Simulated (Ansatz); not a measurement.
SeF4. The state is a triplet with charge 0. Geometry r2SCAN-D4/def2-SVP, that of the neutral singlet; atoms count from 1.

```xyz
5

Se   -0.386    0.035   -0.332
F    -0.257   -1.748   -0.416
F    -0.263    1.796   -0.031
F     1.317    0.067   -0.603
F    -0.411   -0.151    1.382
```

At PBE0-D4/def2-TZVP a singlet of charge 0 lies 4.76 eV below the triplet at the same geometry.

Estimate the Mulliken populations from the PBE0/def2-TZVP orbitals of Ansatz.


```json
{"atom": "Se1", "charge (e)": "0.86", "spin (α − β)": "1.24"}
{"atom": "F2", "charge (e)": "-0.21", "spin (α − β)": "0.26"}
{"atom": "F3", "charge (e)": "-0.21", "spin (α − β)": "0.26"}
{"atom": "F4", "charge (e)": "-0.22", "spin (α − β)": "0.12"}
{"atom": "F5", "charge (e)": "-0.22", "spin (α − β)": "0.12"}
```
Mulliken values depend strongly on the basis.

Where does the spin sit?

Summed by element: Se 1.24, F 0.76, of 2 unpaired in all. Largest on single atoms: Se1 1.24, F3 0.26, F2 0.26.

And the Mayer bond orders between heavy atoms (over 0.3)?

Se1–F2 0.90 (1.79 Å); Se1–F3 0.90 (1.79 Å); Se1–F4 0.93 (1.72 Å); Se1–F5 0.93 (1.72 Å).
